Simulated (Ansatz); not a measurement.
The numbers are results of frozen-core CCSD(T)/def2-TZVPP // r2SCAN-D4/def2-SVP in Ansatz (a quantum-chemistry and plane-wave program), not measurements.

Ansatz 0.2 input:
```yaml
crystal:
  periodic: [false, false, false]
  atoms:
    - { symbol: Zn, position_ang: [0.0, 0.0, 0.0] }
    - { symbol: Br, position_ang: [-0.987235, -1.974539, -0.229955] }
    - { symbol: Br, position_ang: [0.987231, 1.97454, 0.229961] }
basis:
  gaussian: { orbitals: def2-TZVPP }
correlation:
  method: ccsd_t
```

Output:

```
Functional definition: HF
1107 factors; integrals over basis functions are off by at most 1.3e-3 eV
mean field evaluation 1: about -188376.8659 eV, gradient 1.8e1 eV
mean field evaluation 2: about -188377.0988 eV, gradient 1.9e1 eV
mean field evaluation 4: about -188378.2203 eV, gradient 3.4e0 eV
mean field evaluation 8: about -188378.2475 eV, gradient 3.5e-1 eV
mean field evaluation 16: about -188378.2480 eV, gradient 1.8e-6 eV
mean field -188378.24800944 eV, -6922.7729269842 hartree, gradient 1.8e-6 eV, S^2 0.000000; 0 other end points of the search recorded, 0 dependent functions left out
23 core orbitals not correlated
reference -188378.24800944 eV, -6922.7729269842 hartree; 27, 27 occupied and 110, 110 virtual orbitals, 1107 factors
second order -37.10061149 eV of doubles, -0.00000000 eV of singles
cycle   1  -33.77675413 eV  change     3.3e0 eV  update   1.4e-1
cycle   2  -34.96747200 eV  change    -1.2e0 eV  update   6.7e-2
cycle   3  -35.19570861 eV  change   -2.3e-1 eV  update   2.1e-2
cycle   4  -35.14105001 eV  change    5.5e-2 eV  update   8.0e-3
cycle   5  -35.11952463 eV  change    2.2e-2 eV  update   2.9e-3
cycle   6  -35.12448229 eV  change   -5.0e-3 eV  update   9.0e-4
cycle   7  -35.12488833 eV  change   -4.1e-4 eV  update   4.5e-4
cycle   8  -35.12419262 eV  change    7.0e-4 eV  update   1.5e-4
cycle   9  -35.12436275 eV  change   -1.7e-4 eV  update   5.2e-5
cycle  10  -35.12449308 eV  change   -1.3e-4 eV  update   1.5e-5
cycle  11  -35.12442934 eV  change    6.4e-5 eV  update   6.2e-6
perturbative correction -0.95651721 eV, -0.0351513592 hartree
Total energy: -188414.32895599 eV, -6924.0988773135 hartree
```

Cost: very roughly 40 core-seconds.
